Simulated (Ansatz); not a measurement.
`[CH3][Al]([OH])[SiH3]` + CH₃OH → `C[O][Al]([OH])[SiH3]` + CH₄ at 600 K and 1 bar (ligand exchange at the Al–C bond).

Program: Ansatz. Geometries: PBE0-D4/def2-TZVP. ΔE: electronic, gas phase. CCSD(T)/CBS is the MP2 limit (def2-TZVPP, def2-QZVPP) plus CCSD(T) − MP2 in def2-TZVPP, frozen cores. This one scheme is used for every species. Each species was taken in one conformer, which may not be the lowest.

| species | CCSD(T)/CBS energy (Eh) | H − E (kJ/mol) | S (J/(mol·K)) |
| --- | --- | --- | --- |
| `[CH3][Al]([OH])[SiH3]` | -648.59287 | 263.1 | 483.1 |
| CH₃OH | -115.61712 | 163.6 | 277.3 |
| `C[O][Al]([OH])[SiH3]` | -723.80257 | 287.0 | 513.4 |
| CH₄ | -40.46206 | 140.4 | 215.7 |

H − E and S are ideal-gas, rigid-rotor, harmonic terms from PBE0-D4/def2-TZVP, for one conformer and one mirror image of each species. 1 Eh = 2625.50 kJ/mol, R = 8.31446 J/(mol·K).

**Question.** By hand: ΔE, ΔH, ΔS and ΔG.

**Answer.** ΔE = (-723.80257) + (-40.46206) − (-648.59287) − (-115.61712) = -0.05464 Eh = -143.5 kJ/mol. Δ(H − E) = 287.0 + 140.4 − 263.1 − 163.6 = 0.7, so ΔH = -142.8 kJ/mol. ΔS = 513.4 + 215.7 − 483.1 − 277.3 = -31.3 J/(mol·K). ΔG = -142.8 − 600 × (-31.3)/1000 = -124.0 kJ/mol.

**Question.** By hand: the equilibrium constant, and the temperature at which ΔG would vanish if ΔH and ΔS stayed fixed.

**Answer.** log₁₀ K = −ΔG/(RT ln 10) = 10.8. ΔG = 0 at ΔH/ΔS = 4562 K, far beyond where these terms or the molecules hold.

ΔH outweighs TΔS. A doubt of 5 kJ/mol in ΔE shifts log₁₀ K by 0.4 here. Other conformers and mirror images would add mixing entropy, several J/(mol·K) or more a flexible species. Modes under 60 cm⁻¹, often nearly free rotors, make the harmonic entropy too high. These are equilibria of isolated gas molecules and say nothing of rates. Largest T1 diagnostic: 0.013 (customary marks: 0.02 for closed shells, 0.045 for open ones).
